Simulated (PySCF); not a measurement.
# Excitation energy of Kr²⁺ by level of theory

Kr²⁺ [Ar] 3d10 4s2 4p4 (3P) → Kr²⁺ [Ar] 3d10 4s1 4p4 4d1 (high-spin determinant), as a difference of total energies. Calculation: PySCF 2.14, in aug-cc-pVDZ-DK (6s5p3d, 36 functions); scalar relativity by spin-free X2C-1e. Correlated levels: valence: [Ar] 3d10 frozen. The calculations carry no spin-orbit coupling.

```json
{"method": "UHF", "excitation energy (eV)": "31.417"}
{"method": "LDA", "excitation energy (eV)": "32.614"}
{"method": "PBE", "excitation energy (eV)": "32.071"}
{"method": "PBE0", "excitation energy (eV)": "32.135"}
{"method": "r2SCAN", "excitation energy (eV)": "32.055"}
{"method": "B3LYP", "excitation energy (eV)": "32.579"}
{"method": "r2SCANh", "excitation energy (eV)": "32.076"}
{"method": "MN15", "excitation energy (eV)": "31.582"}
{"method": "LC-wPBE", "excitation energy (eV)": "32.430"}
{"method": "MP2 (valence)", "excitation energy (eV)": "31.788"}
{"method": "SCS-MP2 (valence)", "excitation energy (eV)": "31.742"}
```

How much does correlation contribute at MP2 (valence)?

31.788 − (31.417) = 0.371 eV, measured against UHF.

The promoted electron is Rydberg-like, and one or two diffuse shells describe it only roughly, which tends to raise the upper state.

The determinant of the upper state mixes LS terms, which raises its energy above the lowest term, most at the Hartree-Fock and MP2 levels.
